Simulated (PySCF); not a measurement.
# Predicted spectroscopic data

[PySCF: PBE0/pcSseg-1 with gauge-including orbitals; coordinates at the GFN2-xTB level; non-relativistic; isolated molecule; one computed conformer; one averaged value for each set of equivalent atoms]

References, each an isolated molecule treated in the same way: 1H, 13C against TMS. Where no couplings were computed, multiplicities follow the n + 1 count of equivalent neighbours, and m marks all less simple cases (inequivalent or close neighbours, rings, F or P nearby). Shifts are as computed. Against solution values, carbons near 30 ppm lie about +3 ppm off and those near 130 ppm about +5 ppm; carbons on Cl a further +6 ppm. Of 1211 compounds with measured shifts, 218 miss one by over three times the rms of a fit or turn the order of signals round; such compounds aren't used in these exercises. Carbons bonded to Cl come out too deshielded.

**1.** `InChI=1S/C5H3ClN4/c1-3-4(2-7)9-10-5(6)8-3/h1H3`. 1H NMR (600 MHz, computed): δ 2.86 (s, 3H). 13C{1H} NMR (computed): δ 172.5, 172.3, 144.6, 120.0, 24.6.

**2.** SMILES C[SiH2]C/C=C/[SiH2][SiH3], C$_{4}$H$_{14}$Si$_{3}$. 1H NMR (600 MHz, computed): δ 6.47 (m, 1H), 5.61 (m, 1H), 4.33 (m, 2H), 4.14 (m, 2H), 3.41 (t, 3H), 1.94 (m, 2H), 0.09 (t, 3H). 13C{1H} NMR (computed): δ 157.0, 124.2, 28.0, -9.0.
